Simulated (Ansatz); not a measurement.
A run for Ansatz (a first-principles code): U-wB97X-V/cc-pV(T+d)Z on CH6AlN (SMILES [CH3][AlH][NH2]), a point of a bond scan (R = 1.581 Å). Files ending in .json are basis or fitting sets from the Basis Set Exchange.

Ansatz 0.2 input:
```yaml
crystal:
  periodic: [false, false, false]
  atoms:
    - {symbol: Al, position_ang: [-0.27445294, -0.28120700, -0.33028897]}
    - {symbol: H, position_ang: [-1.12314939, -1.12233866, -1.36565167]}
    - {symbol: C, position_ang: [0.13996125, 1.61435917, -0.55556952]}
    - {symbol: H, position_ang: [0.69355590, 1.78924499, -1.48298603]}
    - {symbol: H, position_ang: [0.73697373, 2.01500929, 0.26678325]}
    - {symbol: H, position_ang: [-0.77388612, 2.21218341, -0.62370655]}
    - {symbol: N, position_ang: [0.31277928, -1.15023681, 1.10029951]}
    - {symbol: H, position_ang: [0.86352939, -0.74691531, 1.84233245]}
    - {symbol: H, position_ang: [0.14164226, -2.12598999, 1.28830568]}
basis:
  gaussian:
    orbitals: cc-pV_T+d_Z.json
hamiltonian:
  xc: {name: wB97X-V}
magnetization: {spin_polarized: true, initial_magnetization: 0}
```

It printed:

```
WARN ansatz: RAYON_NUM_THREADS=1 ignored (pool sized by the plan → 1); use --threads N
Functional definition: wB97X-V
integrals: 0.11 GiB planned
994 factors; their error is unknown
integrals: 0.14 GiB planned
255 factors; integrals over basis functions are off by at most 1.0e-5 eV
mean field: 1.24 GiB planned
mean field evaluation 1: about -9215.3044 eV, gradient 4.2e1 eV
mean field evaluation 2: about -9216.3923 eV, gradient 3.8e1 eV
mean field evaluation 4: about -9222.2892 eV, gradient 1.5e0 eV
mean field evaluation 8: about -9222.3248 eV, gradient 1.6e-1 eV
mean field evaluation 16: about -9222.3249 eV, gradient 8.0e-5 eV
mean field -9222.32485825 eV, -338.9141874244 hartree, gradient 8.0e-5 eV, S^2 0.000000; 0 other end points of the search recorded, 0 dependent functions left out
reference -9222.32485606 eV, -338.9141873438 hartree; 16, 16 occupied and 167, 167 virtual orbitals, 994 factors
Total energy: -9222.32485606 eV, -338.9141873438 hartree
```

Self-consistency was reached.

Cost: around 12 core-seconds (rough).
